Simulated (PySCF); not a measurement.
ZrOCl2, SMILES [O]=[Zr]([Cl])[Cl], multiplicity 1.

Coordinates come from a B3LYP-D3(BJ)/def2-SVP optimisation. The spin state was assumed, not searched. The def2 effective core potentials stand for the cores of Zr; spin–orbit coupling is left out.

Two levels are set side by side: PBE/def2-TZVPD (PySCF) and ωB97X/def2-TZVPD (PySCF). Same geometry, gas phase. Differences are taken from unrounded values.

```json
[
 {"quantity": "orbital gap (eV)", "PBE": "3.30"},
 {"quantity": "highest occupied level (eV)", "PBE": "-7.63"},
 {"quantity": "lowest empty level (eV)", "PBE": "-4.33"},
 {"quantity": "dipole moment (D)", "PBE": "2.92"},
 {"quantity": "mean polarisability (bohr³)", "PBE": "72.1"}
]
```

Task: These are the PBE values. What does ωB97X give? (The exact figures need the calculation; the answer reports its results.)

Result: 
```csv
quantity,ωB97X,PBE minus ωB97X
orbital gap (eV),9.99,-6.69
highest occupied level (eV),-11.49,3.85
lowest empty level (eV),-1.49,-2.84
dipole moment (D),3.19,-0.27
mean polarisability (bohr³),66.9,5.2
```

PBE's occupied levels lie high since its potential decays too fast outside the molecule; exact exchange lowers them and widens the gap. Loosely held outer electrons make PBE densities more polarisable. Differences between two approximate levels are no errors against the true value.

Rough cost on one machine, each run with all the roots and properties that it gave: ωB97X against PBE within a factor of 2.
